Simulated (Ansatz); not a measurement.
Geometry optimisation, RKS BLYP/def2-SVP (Ansatz 0.2.0).

input.yaml

```yaml
crystal:
  periodic: [false, false, false]
  atoms:
    - { symbol: C, position_ang: [0.0544, 0.9935, -0.0416] }
    - { symbol: B, position_ang: [-0.1126, -0.5119, -0.388] }
    - { symbol: S, position_ang: [-1.70341, -1.35937, 0.05475] }
    - { symbol: Cl, position_ang: [1.18986, -1.468, -1.1466] }
    - { symbol: H, position_ang: [0.8611, 1.2106, 0.6154] }
    - { symbol: H, position_ang: [0.1656, 1.6233, -0.9936] }
    - { symbol: H, position_ang: [-0.9046, 1.3841, 0.4344] }
    - { symbol: H, position_ang: [-2.31581, -1.02885, -1.12591] }
basis:
  gaussian: { orbitals: def2-SVP }
hamiltonian:
  xc: blyp
relax:
  f_tol: 0.015
  max_steps: 40
```

Run as:

```bash
$ ansatz run input.yaml --threads 1 --pin off --max-ram 2048MiB --backend cpu --events-out ev --progress --plain --runs-dir out
```

Q: Where does it end, and by what steps?

A: The run converged. The force dipped under the threshold on the way, but the program's further checks kept it going. After 15 steps the energy has fallen by 0.756 eV; H8 moved furthest, 1.01 Å.

```
step  energy less start (eV)  largest force component (eV/Å)  accepted
   0                  0.0000                           2.212       yes
   1                 -0.1340                           0.895       yes
   2                 -0.2004                           0.825       yes
   3                 -0.2932                           1.247       yes
   4                 -0.4454                           1.463       yes
   5                 -0.6468                           0.827       yes
   6                 -0.7398                           0.355       yes
   7                 -0.7531                           0.132       yes
   8                 -0.7554                           0.043       yes
   9                 -0.7553                           0.069        no
  10                 -0.7557                           0.009       yes
  11                 -0.7559                           0.034       yes
  12                 -0.7560                           0.045       yes
  13                 -0.7561                           0.042       yes
  14                 -0.7563                           0.022       yes
  15                 -0.7563                           0.010       yes
```

```xyz
8
Properties=species:S:1:pos:R:3
C -0.046 0.968 -0.161
B -0.092 -0.567 -0.512
S -1.584 -1.601 -0.562
Cl 1.431 -1.427 -0.908
H 0.645 1.143 0.693
H 0.384 1.538 -1.014
H -1.028 1.414 0.091
H -2.475 -0.625 -0.219
```

The run took 15 s on 1 thread of AMD EPYC 9R45 96-Core Processor (Zen 5), with other jobs on the host, peak memory 0.16 GiB.
